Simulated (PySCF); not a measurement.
**Ionising BeSb**

PBE; basis Be x2c-SVPall, Sb x2c-SVPall; spin-free X2C with a Gaussian nucleus; PySCF 2.14. Neutral (UKS): quartet (σ ↑, π ↑↑), Re = 2.417 Å, ωe = 448 cm⁻¹, De = 1.32 eV, HOMO -4.37 eV, LUMO -4.12 eV.

BeSb⁺ (UKS): triplet (π ↑↑), Re = 2.360 Å, ωe = 473 cm⁻¹, De = 2.93 eV to Be + Sb⁺. The energies at the minima are -6494.23770 hartree for BeSb and -6493.96786 for BeSb⁺.

(1) Work out the adiabatic ionisation energy, without and with harmonic zero-point energies (1 hartree = 27.2114 eV, 1 eV = 8065.5 cm⁻¹), and the change of the bond length.

Spin–orbit coupling is left out, which matters for elements this heavy, above all for dissociation energies. For an ion De counts to the pair picked by the measured ionisation energies or electron affinities, which need not be the lowest pair at this level. States were picked by a PBE0 search and need not be the measured ground states.

Answers

(1) At PBE: 0.26984 hartree = 7.343 eV between the minima; the zero-point term (473.0 − 448.0)/2 cm⁻¹ = +0.002 eV makes it 7.344 eV. Re changes by -5.7 pm against the neutral. The electron leaves a σ orbital, and the shorter bond of the ion fits an antibonding orbital, or a change in how ionic the bond is.
